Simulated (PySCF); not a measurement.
C9H12, triplet, geometry from GFN2-xTB (a higher spin typed on purpose: for a closed-shell molecule this is an excited state) (in this run its highest filled SCF level lies above zero, so its values depend strongly on the basis, on diffuse functions most of all); PBE/STO-3G in PySCF.

The PySCF input:
```python
from pyscf import gto, scf, dft

mol = gto.Mole()
mol.atom = '''
    C    -2.43845556   -1.58295786   -0.17446421
    C    -1.24197668   -0.71101951   -0.08901651
    C    -1.27777473    0.65544927   -0.09386595
    C    -0.12222693    1.42802585   -0.01122690
    C    -0.11461082    2.90766737   -0.01311012
    C     1.20413069    0.72398135    0.08624695
    C     1.27017564   -0.64099511    0.09329033
    C     2.58762237   -1.35578488    0.19013481
    C     0.09727611   -1.39423723    0.00935944
    H    -2.50076667   -2.23451925    0.70182125
    H    -3.35118623   -0.99580443   -0.24170971
    H    -2.37367139   -2.23740107   -1.04841971
    H    -2.23303238    1.16020278   -0.16406391
    H     0.35266926    3.29325032    0.89901907
    H    -1.12266172    3.30882257   -0.08697113
    H     0.47963376    3.29037146   -0.84942077
    H     2.08845806    1.33660313    0.14945446
    H     3.41073927   -0.64846596    0.24874154
    H     2.60849988   -1.99026061    1.07521912
    H     2.73599768   -1.99315155   -0.68056494
    H     0.12035998   -2.47042296    0.01280766
'''
mol.basis = 'sto-3g'
mol.spin = 2
mol.verbose = 4
mol.build()

mf = dft.UKS(mol)
mf.xc = 'pbe'
mf.grids.level = 0
mf.kernel()
mf.analyze()
```

It wrote (shortened):

```
PySCF version 2.14.0

[INPUT] verbose = 4
[INPUT] num. atoms = 21
[INPUT] num. electrons = 66
[INPUT] charge = 0
[INPUT] spin (= nelec alpha-beta = 2S) = 2
[INPUT] symmetry False subgroup None
[INPUT] Mole.unit = angstrom
[INPUT] Symbol           X                Y                Z      unit          X                Y                Z       unit  Magmom
[...]
nuclear repulsion = 417.048660571304
number of shells = 39
number of NR pGTOs = 171
number of NR cGTOs = 57
basis = sto-3g
ecp = {}

******** <class 'pyscf.dft.uks.UKS'> ********
method = UKS
initial guess = minao
damping factor = 0
level_shift factor = 0
DIIS = <class 'pyscf.scf.diis.CDIIS'>
diis_start_cycle = 1
diis_space = 8
diis_damp = 0
SCF conv_tol = 1e-09
SCF conv_tol_grad = None
SCF max_cycles = 50
direct_scf = True
direct_scf_tol = 1e-13
number electrons alpha = 34  beta = 32
XC library pyscf.dft.libxc version 7.1.2
    S. Lehtola, C. Steigemann, M. J. T. Oliveira, and M. A. L. Marques,  SoftwareX 7, 1–5 (2018)
XC functionals = pbe
    J. P. Perdew, K. Burke, and M. Ernzerhof,  Phys. Rev. Lett. 77, 3865 (1996)
    J. P. Perdew, K. Burke, and M. Ernzerhof,  Phys. Rev. Lett. 78, 1396 (1997)
    J. P. Perdew, K. Burke, and M. Ernzerhof,  Phys. Rev. Lett. 77, 3865 (1996)
    J. P. Perdew, K. Burke, and M. Ernzerhof,  Phys. Rev. Lett. 78, 1396 (1997)
radial grids:
    Treutler-Ahlrichs [JCP 102, 346 (1995); DOI:10.1063/1.469408] (M4) radial grids

becke partition: Becke, JCP 88, 2547 (1988); DOI:10.1063/1.454033
pruning grids: <function nwchem_prune>
grids dens level: 0
symmetrized grids: False
atomic radii adjust function: <function treutler_atomic_radii_adjust>
small_rho_cutoff = 0
Set gradient conv threshold to 3.16228e-05
tot grids = 17216
init E= -346.411256429203

cycle= 1 E= -345.354483126396  delta_E= 1.06  |g|= 0.195  |ddm|= 4.37

cycle= 2 E= -345.35972212463  delta_E= -0.00524  |g|= 0.191  |ddm|= 0.57

cycle= 3 E= -345.381800611494  delta_E= -0.0221  |g|= 0.0631  |ddm|= 0.311

cycle= 4 E= -345.383990956552  delta_E= -0.00219  |g|= 0.0302  |ddm|= 0.131

cycle= 5 E= -345.384538826033  delta_E= -0.000548  |g|= 0.0163  |ddm|= 0.0676

cycle= 6 E= -345.384742006541  delta_E= -0.000203  |g|= 0.00353  |ddm|= 0.0297

cycle= 7 E= -345.384750490575  delta_E= -8.48e-06  |g|= 0.00186  |ddm|= 0.0102

cycle= 8 E= -345.384752156253  delta_E= -1.67e-06  |g|= 0.00146  |ddm|= 0.00626

cycle= 9 E= -345.384753810789  delta_E= -1.65e-06  |g|= 0.000165  |ddm|= 0.00357

cycle= 10 E= -345.384753898927  delta_E= -8.81e-08  |g|= 0.000133  |ddm|= 0.0014

cycle= 11 E= -345.384753918532  delta_E= -1.96e-08  |g|= 5.5e-05  |ddm|= 0.000497

cycle= 12 E= -345.384753922126  delta_E= -3.59e-09  |g|= 2.57e-05  |ddm|= 0.000274

cycle= 13 E= -345.384753922436  delta_E= -3.09e-10  |g|= 2.05e-05  |ddm|= 8.39e-05

Extra cycle  E= -345.384753919902  delta_E= 2.53e-09  |g|= 6.2e-05  |ddm|= 0.000124
converged SCF energy = -345.384753919902  <S^2> = 2.0276574  2S+1 = 3.0183819
**** SCF Summaries ****
Total Energy =                        -345.384753919901812
Nuclear Repulsion Energy =             417.048660571304310
One-electron Energy =                -1294.093027302968949
Two-electron Energy =                  531.659612811762827
Two-electron Coulomb Energy =          584.620237069777886
DFT Exchange-Correlation Energy =      -52.960624258015116
**** MO energy ****
                             alpha | beta                alpha | beta
[...]
To work with the spin densities directly, `use mulliken_meta_spin()` only printing them here.

 ** Mulliken spin pop alpha/beta on meta-lowdin orthogonal AOs **
 ** Mulliken Spin Density (per AO)  **
spin_pop of  0 C 1s       -0.00000
spin_pop of  0 C 2s       -0.00432
spin_pop of  0 C 2px      -0.00779
spin_pop of  0 C 2py      -0.00685
spin_pop of  0 C 2pz      -0.00120
spin_pop of  1 C 1s       -0.00001
spin_pop of  1 C 2s        0.01591
spin_pop of  1 C 2px       0.00174
spin_pop of  1 C 2py       0.00714
spin_pop of  1 C 2pz       0.44247
spin_pop of  2 C 1s        0.00000
spin_pop of  2 C 2s       -0.01116
spin_pop of  2 C 2px      -0.01039
spin_pop of  2 C 2py      -0.01334
spin_pop of  2 C 2pz      -0.09513
spin_pop of  3 C 1s       -0.00001
spin_pop of  3 C 2s        0.02296
spin_pop of  3 C 2px       0.00860
spin_pop of  3 C 2py       0.01104
spin_pop of  3 C 2pz       0.56244
spin_pop of  4 C 1s       -0.00000
spin_pop of  4 C 2s       -0.00553
spin_pop of  4 C 2px      -0.00294
spin_pop of  4 C 2py      -0.01581
spin_pop of  4 C 2pz      -0.00251
spin_pop of  5 C 1s       -0.00001
spin_pop of  5 C 2s        0.01662
spin_pop of  5 C 2px       0.00373
spin_pop of  5 C 2py       0.00829
spin_pop of  5 C 2pz       0.45873
spin_pop of  6 C 1s        0.00000
spin_pop of  6 C 2s       -0.01182
spin_pop of  6 C 2px      -0.01129
spin_pop of  6 C 2py      -0.01368
spin_pop of  6 C 2pz      -0.10066
spin_pop of  7 C 1s       -0.00000
spin_pop of  7 C 2s        0.00084
spin_pop of  7 C 2px       0.00222
spin_pop of  7 C 2py       0.00119
spin_pop of  7 C 2pz       0.00202
spin_pop of  8 C 1s       -0.00001
spin_pop of  8 C 2s        0.02600
spin_pop of  8 C 2px       0.01088
spin_pop of  8 C 2py       0.01370
spin_pop of  8 C 2pz       0.63377
spin_pop of  9 H 1s        0.02325
spin_pop of  10 H 1s        0.00015
spin_pop of  11 H 1s        0.02324
spin_pop of  12 H 1s        0.00273
spin_pop of  13 H 1s        0.02957
spin_pop of  14 H 1s        0.00058
spin_pop of  15 H 1s        0.02957
spin_pop of  16 H 1s       -0.01545
spin_pop of  17 H 1s       -0.00088
spin_pop of  18 H 1s       -0.00364
spin_pop of  19 H 1s       -0.00364
spin_pop of  20 H 1s       -0.02132
 ** Mulliken Spin Density (per atom)  **
spin density of  0 C =     -0.02017
spin density of  1 C =      0.46725
spin density of  2 C =     -0.13001
spin density of  3 C =      0.60503
spin density of  4 C =     -0.02678
spin density of  5 C =      0.48736
spin density of  6 C =     -0.13744
spin density of  7 C =      0.00627
spin density of  8 C =      0.68434
spin density of  9 H =      0.02325
spin density of  10 H =      0.00015
spin density of  11 H =      0.02324
spin density of  12 H =      0.00273
spin density of  13 H =      0.02957
spin density of  14 H =      0.00058
spin density of  15 H =      0.02957
spin density of  16 H =     -0.01545
spin density of  17 H =     -0.00088
spin density of  18 H =     -0.00364
spin density of  19 H =     -0.00364
spin density of  20 H =     -0.02132
 ** Mulliken pop alpha/beta on meta-lowdin orthogonal AOs **
 ** Mulliken pop       alpha | beta **
In total            34.00000 | 32.00000
 ** Mulliken atomic charges   ( Nelec_alpha | Nelec_beta ) **
charge of  0C =     -0.15896  (     3.06940      3.08956 )
charge of  1C =      0.00595  (     3.23065      2.76340 )
charge of  2C =     -0.08802  (     2.97900      3.10902 )
charge of  3C =      0.00975  (     3.29764      2.69261 )
charge of  4C =     -0.15910  (     3.06616      3.09294 )
charge of  5C =     -0.06492  (     3.27614      2.78878 )
charge of  6C =     -0.00369  (     2.93312      3.07057 )
charge of  7C =     -0.15923  (     3.08275      3.07648 )
charge of  8C =     -0.05601  (     3.37017      2.68584 )
charge of  9H =      0.05983  (     0.48171      0.45846 )
charge of  10H =      0.05796  (     0.47110      0.47094 )
charge of  11H =      0.05979  (     0.48173      0.45848 )
charge of  12H =      0.04917  (     0.47678      0.47405 )
charge of  13H =      0.05969  (     0.48494      0.45537 )
charge of  14H =      0.05796  (     0.47131      0.47073 )
charge of  15H =      0.05971  (     0.48493      0.45536 )
charge of  16H =      0.04741  (     0.46857      0.48402 )
charge of  17H =      0.05671  (     0.47120      0.47209 )
charge of  18H =      0.05978  (     0.46829      0.47193 )
charge of  19H =      0.05980  (     0.46828      0.47192 )
charge of  20H =      0.04643  (     0.46613      0.48745 )
Dipole moment(X, Y, Z, Debye):  0.09931, -0.11386,  0.00773
```
